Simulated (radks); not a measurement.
Question: Radial electron density D(r) = 4 pi r^2 rho(r) of an atom or ion with 12 electrons. Calculated with a radial shooting solver on a logarithmic mesh with Libxc functionals: Dirac Kohn-Sham, LDA (Slater exchange, Perdew-Wang correlation), spin-unpolarised, spherical densities, point nucleus.

r (bohr),D(r) (e/bohr)
0.01647,2.531
0.01872,3.095
0.02111,3.713
0.02399,4.473
0.02727,5.339
0.03074,6.243
0.03494,7.291
0.0394,8.332
0.04478,9.467
0.05049,10.51
0.05738,11.53
0.06522,12.39
0.07353,12.97
0.08357,13.28
0.09423,13.24
0.1071,12.81
0.1207,12.08
0.1372,11.04
0.156,9.874
0.1759,8.829
0.1999,7.957
0.2254,7.513
0.2561,7.523
0.2888,7.973
0.3282,8.801
0.3731,9.763
0.4206,10.54
0.478,11.00
0.539,10.92
0.6126,10.24
0.6907,9.096
0.785,7.516
0.8922,5.793
1.006,4.262
1.143,2.890
1.289,1.935
1.465,1.278
1.652,0.9453
1.878,0.7970
2.134,0.7591
2.406,0.7480
2.735,0.7118
3.083,0.6373
3.504,0.5197
3.951,0.3922
4.49,0.2614
5.104,0.1548
5.754,0.08414
6.54,0.03824
7.374,0.01584
8.381,0.005242
9.449,0.001568
10.74,0.0003550

What is the nuclear charge?

Answer: Z = 12. The innermost maximum, from 1s, lies near gamma/Z bohr with gamma = sqrt(1 - (Z/c)^2) = 0.996, here 0.083 bohr (found: 0.0877), and its height grows with Z. The density is that of neutral magnesium in [Ne] 3s2; the configuration itself is not fixed sharply by these data, and Z only to about a unit. D(r) has 2 maxima, at r = 0.0877, 0.498 bohr, and minima at 0.240 bohr, inside which lie 2.21 electrons.
